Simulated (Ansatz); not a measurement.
Basis-set extrapolation for CH3BFNS (`N=CB(F)S`) (PBE0-D4/def2-TZVP geometry, frozen core, Ansatz 0.2.0). Multiplicity 1, RHF reference.

```tsv
	def2-TZVPP	def2-QZVPP
HF	-615.891970	-615.912665
MP2 correlation	-0.874620	-0.944781
CCSD(T) correlation	-0.946459	not run
```

Energies in hartree. Use E(X) = E(∞) + A·exp(−7.88·√X) for Hartree–Fock and E(X) = E(∞) + B·X^(−2.97) for correlation, with X = 3 and 4, and add CCSD(T) minus MP2 of the smaller set to the MP2 limit.

Problem. What is the CCSD(T) energy at the basis-set limit?

Solution. HF limit: -615.912665 + (-0.020695) × 0.13774 = -615.91552. MP2 limit: -0.944781 + (-0.070161) × 0.74074 = -0.99675. Higher-order term: -0.946459 − (-0.874620) = -0.07184. Total: -616.98411 hartree, 3.96 eV below CCSD(T)/def2-TZVPP.
